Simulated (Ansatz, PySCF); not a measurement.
Species: CH$_{2}$BF$_{2}$ (charge 0, doublet). It need not be the lowest isomer of its formula. 
Structure (B3LYP-D3(BJ)/def2-TZVP (Ansatz, an electronic-structure program) minimum search):
```
B
F 1 1.3297
F 1 1.3297 2 116.60
C 1 1.5280 2 121.70 3 -180.00
H 4 1.0826 1 122.03 2 0.00
H 4 1.0826 5 115.94 1 180.00
```
Charge 0, spin multiplicity 2.

Dipole moments at this geometry, in debye (magnitudes).

```json
[
 {"level": "HF/def2-TZVPD", "program": "PySCF", "dipole (D)": "___"},
 {"level": "PBE/def2-TZVPD", "program": "PySCF", "dipole (D)": "1.87"},
 {"level": "BLYP/def2-TZVPD", "program": "Ansatz", "dipole (D)": "1.88"},
 {"level": "revPBE/def2-TZVPD", "program": "Ansatz", "dipole (D)": "1.84"},
 {"level": "B97M-V/def2-TZVPD", "program": "Ansatz", "dipole (D)": "1.93"},
 {"level": "B3LYP/def2-TZVPD", "program": "Ansatz", "dipole (D)": "1.98"},
 {"level": "PBE0/def2-TZVPD", "program": "Ansatz", "dipole (D)": "1.98"},
 {"level": "r2SCANh/def2-TZVPD", "program": "Ansatz", "dipole (D)": "1.93"},
 {"level": "r2SCAN0/def2-TZVPD", "program": "Ansatz", "dipole (D)": "1.98"},
 {"level": "M06-2X/def2-TZVPD", "program": "PySCF", "dipole (D)": "2.06"},
 {"level": "CAM-B3LYP/def2-TZVPD", "program": "Ansatz", "dipole (D)": "2.01"},
 {"level": "LC-wPBE/def2-TZVPD", "program": "Ansatz", "dipole (D)": "1.98"},
 {"level": "wB97X-V/def2-TZVPD", "program": "Ansatz", "dipole (D)": "1.98"},
 {"level": "CCSD(T)/aug-cc-pVDZ", "program": "Ansatz", "dipole (D)": "___"}
]
```

### Question
Fill in the missing entries.

### Answer

- HF/def2-TZVPD, dipole (D): 2.10
- CCSD(T)/aug-cc-pVDZ, dipole (D): 1.91
